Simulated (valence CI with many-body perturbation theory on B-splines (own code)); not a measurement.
# Ne2+: one-electron terms

Method: configuration interaction combined with many-body perturbation theory (CI+MBPT): six valence electrons over a frozen Dirac-Fock core [He], radial functions for each j: 9 s, 9 p, 8 d, 6 f, 3 g, 1 h, with the one-electron correlation potential Σ1 (screened to all orders), the two-electron term Σ2, the three-electron term Σ3, Breit, model QED; selected single and double excitations, second order for the rest, scaled by the run's own slope (own B-spline code, finite nucleus).

Set against measurement, 22 paired levels are off by 210 cm⁻¹ on average, the worst by 486. These come from a selection out of Moore, Atomic Energy Levels, vol. I, NSRDS-NBS 35 (1971 reprint of NBS Circular 467, 1949), an old analysis. Levels without a partner in it may be off by more. Among the levels kept, up to 2000 cm⁻¹ of a level comes from second order outside the variational space, and about a tenth of that is noise between levels of different J, which matters for small intervals.

These are the spectroscopic orbitals of the CI (the correlating ones are not listed), shaped by the core and the other valence electrons. h is the expectation value of the core's Dirac-Fock operator, without the valence repulsion; Σ1 is computed up to l = 3 at one energy for each symmetry, that of its lowest orbital but kept below the first core excitation, so for empty shells it is not the orbital's own correlation shift; Breit and QED include the response of the core.

| Orbital | h (hartree) | Σ1 (cm⁻¹) | Breit (cm⁻¹) | QED (cm⁻¹) | ⟨r⟩ (bohr) |
| --- | --- | --- | --- | --- | --- |
| 2s1/2 | -8.5212 | -793 | 123 | 66.6 | 0.8254 |
| 3s1/2 | -3.1823 | -102 | 18.1 | 10.0 | 2.533 |
| 4s1/2 | -1.6038 | -30.5 | 5.5 | 3.0 | 5.322 |
| 5s1/2 | -0.9681 | -13.3 | 2.4 | 1.3 | 9.089 |
| 2p1/2 | -7.7703 | -1385 | 183 | -6.4 | 0.8108 |
| 3p1/2 | -2.8378 | -172 | 26.0 | -0.9 | 2.828 |
| 4p1/2 | -1.467 | -56.5 | 8.8 | -0.3 | 5.887 |
| 5p1/2 | -0.90074 | -25.9 | 4.1 | -0.1 | 9.922 |
| 2p3/2 | -7.7609 | -1373 | 80.6 | -3.5 | 0.8122 |
| 3p3/2 | -2.8359 | -170 | 11.4 | -0.5 | 2.830 |
| 4p3/2 | -1.4662 | -56.1 | 3.8 | -0.2 | 5.891 |
| 5p3/2 | -0.90037 | -25.7 | 1.8 | -0.1 | 9.926 |
| 3d3/2 | -2.3361 | -9.9 | 0.1 | 0.0 | 3.237 |
| 4d3/2 | -1.2988 | -4.9 | 0.0 | 0.0 | 6.634 |
| 5d3/2 | -0.82227 | -2.6 | 0.0 | 0.0 | 11.04 |
| 3d5/2 | -2.3359 | -9.9 | 0.0 | 0.0 | 3.237 |
| 4d5/2 | -1.2988 | -4.9 | 0.0 | 0.0 | 6.635 |
| 5d5/2 | -0.82223 | -2.6 | 0.0 | 0.0 | 11.04 |
| 4f5/2 | -1.2214 | -0.3 | 0.0 | 0.0 | 5.988 |
| 5f5/2 | -0.78215 | -0.2 | 0.0 | 0.0 | 10.48 |
| 4f7/2 | -1.2214 | -0.3 | 0.0 | 0.0 | 5.988 |
| 5f7/2 | -0.78214 | -0.2 | 0.0 | 0.0 | 10.48 |
| 5g7/2 | -0.78007 |  | 0.0 | 0.0 | 9.165 |
| 5g9/2 | -0.78006 |  | 0.0 | 0.0 | 9.166 |

Among the shells of the start configuration 2s2 2p4, Σ1 is largest in size for 2p1/2, where it is 0.081 % of h.

Lowest root of each symmetry, sizes in configuration state functions:

| J | Parity | Roots | Reference | Variational | Second order | Change by selected CI (cm⁻¹) | Change by second order (cm⁻¹) |
| --- | --- | --- | --- | --- | --- | --- | --- |
| 0 | even | 5 | 20 | 110218 | 2925670 | -41554 | -221 |
| 1 | even | 7 | 44 | 92097 | 4226471 | -41226 | -516 |
| 2 | even | 9 | 52 | 91410 | 6870269 | -41172 | -561 |
| 3 | even | 5 | 37 | 85822 | 10844046 | -48625 | -691 |
| 4 | even | 2 | 21 | 104795 | 16284997 | -49209 | -1055 |
| 0 | odd | 4 | 16 | 116847 | 2381715 | -48474 | -336 |
| 1 | odd | 9 | 42 | 104528 | 5229297 | -47958 | -714 |
| 2 | odd | 8 | 48 | 100063 | 7199342 | -47657 | -983 |
| 3 | odd | 4 | 39 | 93315 | 8389832 | -50507 | -1143 |
| 4 | odd | 2 | 25 | 87512 | 10336858 | -51667 | -781 |
